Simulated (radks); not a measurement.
V4+, 19 electrons, occupied as [Ar] 4f1 (not the ground configuration). All-electron calculation, scalar-relativistic Kohn-Sham, PBEsol, spin-polarised, spherical densities, point nucleus; open shells are filled with parallel spins first. Program: a radial shooting solver on a logarithmic mesh with Libxc functionals.

Local quantities along the radius. ELF = 1/(1 + alpha^2) is the electron localisation function; alpha = (tau - tau_W)/tau_unif compares the Pauli kinetic energy density with that of the uniform gas (summed over spins); r v_xc is r times the local exchange-correlation potential of spin up (hartree bohr). tau is taken from the large components.

r (bohr)	ELF	alpha	r v_xc
0.003283	1.000	0.01543	-0.08421
0.004274	1.000	0.01614	-0.1018
0.00561	1.000	0.01733	-0.1248
0.007364	1.000	0.01919	-0.1537
0.009666	1.000	0.02206	-0.1892
0.01269	0.999	0.02662	-0.2317
0.01652	0.999	0.03390	-0.2797
0.02169	0.998	0.04704	-0.3346
0.02846	0.995	0.07229	-0.3918
0.03736	0.984	0.1262	-0.4459
0.04865	0.942	0.2488	-0.4879
0.06386	0.759	0.5637	-0.5136
0.08382	0.404	1.214	-0.5235
0.11	0.273	1.632	-0.5489
0.1444	0.461	1.081	-0.6571
0.188	0.742	0.5894	-0.7829
0.2468	0.846	0.4267	-0.8589
0.324	0.749	0.5790	-0.8316
0.4252	0.226	1.851	-0.7079
0.5537	0.168	2.226	-0.7085
0.7268	0.738	0.5955	-0.9008
0.954	0.888	0.3555	-0.9765
1.252	0.790	0.5158	-0.8542
1.644	0.170	2.209	-0.6131
2.14	0.009	10.62	-0.3897
2.809	0.018	7.414	-0.6195
3.687	0.022	6.601	-0.6641
4.84	0.010	9.877	-0.4537
6.302	0.002	25.71	-0.3780
8.272	0.000	147.7	-0.2052

On this mesh the ELF has minima near r = 0.11, 0.49 bohr, which separate the shells, and maxima near 0.25 (0.85), 0.95 (0.89).
